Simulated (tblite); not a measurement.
C₇H₁₆Si₂.
Geometry (GFN2-xTB, Å), atoms numbered from 1 in this order:
```
atom  x, y, z in Å
Si1    3.481    0.995    0.595
C2     1.619    0.939    0.350
C3     0.918    0.041   -0.345
Si4    1.720   -1.390   -1.292
C5    -0.585    0.079   -0.438
C6    -1.231   -1.179    0.168
C7    -2.697   -0.798    0.436
C8    -2.777    0.728    0.258
C9    -1.325    1.201    0.290
H10    3.753    1.900    1.718
H11    4.141    1.515   -0.607
H12    4.014   -0.333    0.912
H13    1.078    1.739    0.847
H14    3.011   -0.981   -1.843
H15    1.889   -2.542   -0.400
H16    0.832   -1.770   -2.398
H17   -0.855    0.125   -1.501
H18   -1.141   -2.040   -0.492
H19   -0.723   -1.420    1.103
H20   -2.988   -1.087    1.446
H21   -3.368   -1.304   -0.258
H22   -3.381    1.202    1.031
H23   -3.221    0.970   -0.709
H24   -1.192    2.173   -0.185
H25   -0.984    1.263    1.325
```

Level: GFN2-xTB in tblite, geometry and Hessian alike; calculated harmonic values, unscaled, isolated species. Errors from tens to a few hundred cm⁻¹ against measured bands are possible. Modes of hydrogen on silicon can be 10 to 20 % off. One conformer, not necessarily the lowest.

Harmonic wavenumbers (cm⁻¹): 36.5, 50.6, 84.1, 101.7, 102.8, 133.0, 172.4, 197.4, 262.1, 292.7, 377.1, 443.9, 483.5, 538.8, 543.3, 583.1, 595.7, 620.2, 688.2, 767.5, 779.6, 790.5, 794.8, 800.4, 806.7, 816.2, 830.0, 848.0, 864.5, 922.3, 962.0, 994.7, 1013.3, 1019.9, 1097.2, 1120.9, 1137.7, 1172.4, 1189.2, 1199.5, 1234.6, 1255.8, 1280.8, 1282.8, 1305.3, 1314.8, 1320.9, 1353.7, 1483.8, 1493.1, 1497.8, 1513.5, 1633.3, 2216.2, 2220.1, 2224.8, 2230.7, 2239.5, 2264.8, 2897.0, 2968.3, 2974.4, 2980.9, 2995.7, 2997.7, 2999.0, 3003.2, 3006.6, 3009.8.

A = 1930, B = 627.9, C = 510.1 MHz; mass 156.079 u (most abundant isotopes); point group C1, symmetry number 1.

**Question.** Zero-point energy?

**Answer.** ½Σν̃ = 43717 cm⁻¹ = 522.97 kJ/mol.

**Question.** What is S at 350 K and 1 bar for an ideal gas of classical rigid rotors and harmonic oscillators?

**Answer.** Translation 175.17, rotation 130.16, vibration 196.66: S = 502.0 J/(mol K).

**Question.** And Cp and H(350 K) − H(0)?

**Answer.** Cp = 234.54 J/(mol K), of which vibrations give 201.28 (their classical limit is 69 R = 573.7); H(350 K) − H(0) = 46.73 kJ/mol without the zero-point energy, 35.09 from vibrations.

**Question.** Which modes carry the vibrational entropy at 350 K?

**Answer.** 36.5 cm⁻¹: 24.09; 50.6 cm⁻¹: 21.38; 84.1 cm⁻¹: 17.19; 101.7 cm⁻¹: 15.63; 102.8 cm⁻¹: 15.54; 133.0 cm⁻¹: 13.44 J/(mol K); the other 63 give 89.39 together.

**Question.** How do the functions run with temperature in this model?

**Answer.** 
```json
{"T (K)": "100", "S (J/(mol K))": "318.2", "Cp (J/(mol K))": "94.4", "H − H(0) (kJ/mol)": "6.46", "G − H(0) (kJ/mol)": "-25.36", "ln q(vib)": "2.78"}
{"T (K)": "200", "S (J/(mol K))": "398.3", "Cp (J/(mol K))": "144.6", "H − H(0) (kJ/mol)": "18.31", "G − H(0) (kJ/mol)": "-61.36", "ln q(vib)": "6.41"}
{"T (K)": "300", "S (J/(mol K))": "468.2", "Cp (J/(mol K))": "204.7", "H − H(0) (kJ/mol)": "35.74", "G − H(0) (kJ/mol)": "-104.71", "ln q(vib)": "9.87"}
{"T (K)": "500", "S (J/(mol K))": "599.2", "Cp (J/(mol K))": "311.8", "H − H(0) (kJ/mol)": "87.95", "G − H(0) (kJ/mol)": "-211.65", "ln q(vib)": "16.76"}
{"T (K)": "800", "S (J/(mol K))": "770.2", "Cp (J/(mol K))": "414.8", "H − H(0) (kJ/mol)": "198.34", "G − H(0) (kJ/mol)": "-417.86", "ln q(vib)": "26.79"}
{"T (K)": "1000", "S (J/(mol K))": "867.8", "Cp (J/(mol K))": "459.1", "H − H(0) (kJ/mol)": "285.97", "G − H(0) (kJ/mol)": "-581.86", "ln q(vib)": "33.06"}
```

q(vib) and H(0) count from the zero-point level.

Hindered rotation and anharmonicity are outside this model. Other conformers, if any are populated, would add a mixing term that is left out. The structure is chiral; the term R ln 2 for an equal mix with its mirror image is left out.
